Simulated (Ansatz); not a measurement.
The same hydrogen abstraction along the group B, Al, Ga.

Isolated molecules relaxed with PBE0-D4/def2-TZVP in Ansatz; ΔE leaves out vibrations. CCSD(T)/CBS is the MP2 limit (def2-TZVPP, def2-QZVPP) plus CCSD(T) − MP2 in def2-TZVPP, frozen cores. Small cases extrapolate CCSD(T) itself. Functionals use def2-TZVPP. No spin–orbit coupling; open shells (•) take unrestricted orbitals. For Ga outer-core shells are correlated without core-valence functions, which leaves a few kJ/mol of doubt a bond. Scalar relativity is left out up to krypton.

| reaction | LDA (SPW92) (kJ/mol) |
| --- | --- |
| `BO` + `[SiH3]`• → `B[O]`• + SiH₄ | 44 |
| `[OH][AlH2]` + `[SiH3]`• → `[O][AlH2]`• + SiH₄ | 154 |
| `[OH][GaH2]` + `[SiH3]`• → `[O][GaH2]`• + SiH₄ | 135 |

Give the CCSD(T)/CBS values in the same order. (Best estimate.)

Ansatz gave: 57, 130, 112 kJ/mol.

Largest T1 diagnostic: 0.040, for `B[O]`•, so its coupled-cluster energy is less sure.

Extrapolated directly: `BO` + `[SiH3]`• → `B[O]`• + SiH₄; `[OH][AlH2]` + `[SiH3]`• → `[O][AlH2]`• + SiH₄.
